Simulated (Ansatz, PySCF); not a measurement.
Ligand exchange on a metal centre used in film growth or etching (Cd Br-H). Isolated molecules, 0 K electronic values unless said otherwise.

Quantity: redistribution energy (mixed species minus the weighted end members), in kcal/mol.

Level 1: PBE-D3(BJ)/def2-TZVP // PBE-D3(BJ)/def2-SVP (PySCF)
Level 2: frozen-core MP2/def2-TZVPP // PBE-D3(BJ)/def2-SVP (Ansatz, an electronic-structure program)
Level 3: PBE/6-31G* (LANL2DZ on Cd) // PBE-D3(BJ)/def2-SVP (PySCF)
Level 4: HF/6-31G* (LANL2DZ on Cd) // PBE-D3(BJ)/def2-SVP (PySCF)

```tsv
species	level 1	level 2	level 3	level 4
1 of 2 Br replaced by H: [Cd(Br)(H)]	-3.22	-3.38	-2.52	-2.23
```
